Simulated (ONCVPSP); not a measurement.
# In (Z = 49) ONCV: all-electron and pseudo phase curves

In, optimised norm-conserving Vanderbilt (ONCV), made with ONCVPSP 4.0.1 (PBE, fully relativistic). Core [Ar] 3d10, reference 4s2 4p6 4d10 5s2 5p1. Waves: 4s+5s: rc 1.10 bohr, ncon 4, nbas 7, qcut 8.8 1/bohr, 2 projectors; 4p+5p: rc 1.85 bohr, ncon 4, nbas 7, qcut 9.1 1/bohr, 2 projectors; 4d: rc 1.70 bohr, ncon 4, nbas 9, qcut 8.6 1/bohr, 2 projectors, debl 3.5 Ha. Local part: polynomial inside 0.95 bohr (lpopt 5, dvloc0 -1 Ha). Core correction: polynomial model core, fcfact 0.7.

Open shells are filled in proportion to 2j + 1.

The phase is arctan(r·R′/R) of the radial function R(r), unwrapped; energies in Ha, scanned from -6 to 5 Ha. A pole is an energy at which the radial function vanishes at the test radius. The pseudo phase is shifted by a multiple of π to meet the all-electron one at the reference energy, and phase errors are pseudo minus all-electron; the curves can meet again beyond the range given. Levels narrower than the energy grid can be missing from the lists of poles.

```tsv
channel	radius (bohr)	reference energy (Ha)	poles, all-electron	poles, pseudo	unbroken range about the reference energy with phases within 0.05 rad	phase error 1 Ha above the reference energy (rad)
s	1.12	-0.30	-1.90	-1.90	the whole range	-0.000
p3/2	1.88	-0.09	-2.68, 3.97	-2.68, 3.93	the whole range	-0.000
p1/2	1.88	-0.10	-2.94, 3.73	-2.94, 3.70	the whole range	-0.000
d5/2	1.72	-0.67	-0.11	-0.10	the whole range	+0.000
d3/2	1.72	-0.70	-0.16	-0.16	the whole range	+0.000
```

Phases in the p3/2 channel:

```csv
E (Ha),all-electron,pseudo
-5.96,1.369,1.369
-5.40,1.353,1.353
-4.84,1.331,1.331
-4.28,1.299,1.299
-3.72,1.238,1.238
-3.16,0.968,0.968
-2.60,-1.640,-1.640
-2.04,-1.822,-1.822
-1.48,-1.927,-1.927
-0.92,-2.067,-2.067
-0.36,-2.339,-2.339
0.20,-2.992,-2.992
0.76,-3.870,-3.871
1.32,-4.288,-4.288
1.88,-4.470,-4.471
2.44,-4.569,-4.570
3.00,-4.634,-4.635
3.56,-4.682,-4.684
4.12,-4.723,-4.726
4.68,-4.761,-4.767
```
